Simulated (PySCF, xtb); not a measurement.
C3H8OSe, SMILES CC[Se]OC.

GFN2-xTB (xtb 6.7.1) at its own geometry gives an orbital gap of 3.52 eV and a dipole moment of 2.39 D.

The structure is a stationary point at TPSSh-D3(BJ)/def2-SVP. Other conformers were not sampled.

Q: What does PySCF with ωB97X/def2-TZVP give? (Estimate from the structure and the level; the computed values follow.)

A: gap 9.94 eV (levels -8.58 and 1.36 eV), dipole 1.74 D.
